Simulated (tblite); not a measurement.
C₇H₈O₂P (charge -1).
SMILES with atom numbers: `[CH:1]#[C:2][P@@:3](=[O:4])([O-:5])[C:6]1=[CH:7][CH2:8][CH2:9][CH2:10]1` (hydrogens: H11 on C1; H12 on C7; H13, H14 on C8; H15, H16 on C9; H17, H18 on C10)
Bond orders are those of one Lewis drawing.

Computed with GFN2-xTB (tblite), gas phase: L-BFGS steps from a force-field or distance-geometry start until the largest atomic force falls under 0.01 eV/Å.

At the end of the run (lengths in Å): P3–C6 1.829, C2–P3 1.816, C7–C8 1.504, P3–O5 1.490, C1≡C2 1.201, C8–C9 1.540, C6=C7 1.323, C2–P3–O5 108.9°, C2–P3–O4 109.3°, O5–P3–C6 109.0°, O4–P3–C6 111.2°, C2–P3–C6–C7 123°, P3–C6–C7–C8 175°, C6–C7–C8–C9 10°, H17–C10–C6–P3 53°, H12–C7–C6–P3 -4°.

**Question.** These geometries were met on the way; a selection of coordinates is given. Order them by energy above the end point, lowest first.
A. P3–C6 1.764, C2–P3 1.851, C7–C8 1.478, P3–O5 1.516, C1≡C2 1.206, C8–C9 1.524, C6=C7 1.335, C2–P3–O5 97.6°, C2–P3–O4 98.2°, O5–P3–C6 116.2°, O4–P3–C6 117.3°, C2–P3–C6–C7 94°, P3–C6–C7–C8 179°, C6–C7–C8–C9 14°, H17–C10–C6–P3 48°, H12–C7–C6–P3 1°
B. P3–C6 1.848, C2–P3 1.779, C7–C8 1.506, P3–O5 1.488, C1≡C2 1.194, C8–C9 1.536, C6=C7 1.319, C2–P3–O5 106.4°, C2–P3–O4 106.6°, O5–P3–C6 110.6°, O4–P3–C6 111.2°, C2–P3–C6–C7 91°, P3–C6–C7–C8 -177°, C6–C7–C8–C9 14°, H17–C10–C6–P3 43°, H12–C7–C6–P3 5°
C. P3–C6 1.834, C2–P3 1.805, C7–C8 1.512, P3–O5 1.489, C1≡C2 1.204, C8–C9 1.537, C6=C7 1.325, C2–P3–O5 107.9°, C2–P3–O4 108.2°, O5–P3–C6 110.1°, O4–P3–C6 111.5°, C2–P3–C6–C7 92°, P3–C6–C7–C8 -177°, C6–C7–C8–C9 13°, H17–C10–C6–P3 43°, H12–C7–C6–P3 4°
D. P3–C6 1.856, C2–P3 1.761, C7–C8 1.507, P3–O5 1.502, C1≡C2 1.177, C8–C9 1.541, C6=C7 1.338, C2–P3–O5 107.1°, C2–P3–O4 107.6°, O5–P3–C6 109.5°, O4–P3–C6 110.8°, C2–P3–C6–C7 90°, P3–C6–C7–C8 -176°, C6–C7–C8–C9 14°, H17–C10–C6–P3 41°, H12–C7–C6–P3 6°
E. P3–C6 1.833, C2–P3 1.813, C7–C8 1.505, P3–O5 1.479, C1≡C2 1.191, C8–C9 1.537, C6=C7 1.312, C2–P3–O5 101.5°, C2–P3–O4 101.4°, O5–P3–C6 113.9°, O4–P3–C6 113.9°, C2–P3–C6–C7 92°, P3–C6–C7–C8 -179°, C6–C7–C8–C9 13°, H17–C10–C6–P3 46°, H12–C7–C6–P3 3°

**Answer.** C (0.034 eV), B (0.077 eV), D (0.128 eV), E (0.264 eV), A (0.576 eV).

| step | E above end (eV) | rms distance from the end, all atoms (Å) | largest force (eV/Å) | rms shift of all bonds from the end (Å) |
| --- | --- | --- | --- | --- |
| 6 | 0.034 | 0.387 | 0.468 | 0.004 |
| 4 | 0.077 | 0.388 | 0.567 | 0.011 |
| 3 | 0.128 | 0.388 | 2.957 | 0.017 |
| 1 | 0.264 | 0.390 | 2.089 | 0.006 |
| 0 | 0.576 | 0.392 | 4.781 | 0.021 |

Rows stand in the order of the answer.
